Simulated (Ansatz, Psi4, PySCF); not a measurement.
sulfur monoxide (OS), triplet, geometry from GFN2-xTB. Base run: CAMB3LYP/def2-TZVP run with PySCF.

PySCF was given this input:
```python
from pyscf import gto, scf, dft

mol = gto.Mole()
mol.atom = '''
    O    -0.00000000   -0.00000000   -0.97801093
    S     0.00000000    0.00000000    0.48900547
'''
mol.basis = 'def2-tzvp'
mol.spin = 2
mol.verbose = 4
mol.build()

mf = dft.UKS(mol)
mf.xc = 'camb3lyp'
mf.kernel()
```

The same geometry, method and basis name were run in Ansatz (an electronic-structure program) and Psi4 and PySCF, at each program's defaults and at the settings that a row names. The base is PySCF at its defaults. Differences at the defaults can come from grids, fitting, cores and function types together.

```tsv
code and settings	ΔE vs base (µEh)	basis functions	E (Eh)	SCF cycles	dipole (D)
PySCF, defaults (exact integrals, its default grid, spherical functions)	0.0	68	-473.40018	10	1.66
Psi4, defaults (density fitting with its default set, its default grid, spherical functions)	0.0	68	-473.40018	9	1.66
Ansatz, defaults (factorised integrals, its default grid, spherical functions)	4.0	68	-473.40018	-	-
PySCF, density fitting with def2-universal-jkfit	2.5	68	-473.40018	10	1.66
PySCF, fine grid	-0.3	68	-473.40018	10	1.66
Psi4, exact integrals, spherical functions, fine grid	-0.4	68	-473.40018	12	1.66
Ansatz, high accuracy	-0.3	68	-473.40018	-	-
```

Open shells are given as the SCF converged; they aren't shown to be the lowest states, and a large step between rows can be another state.
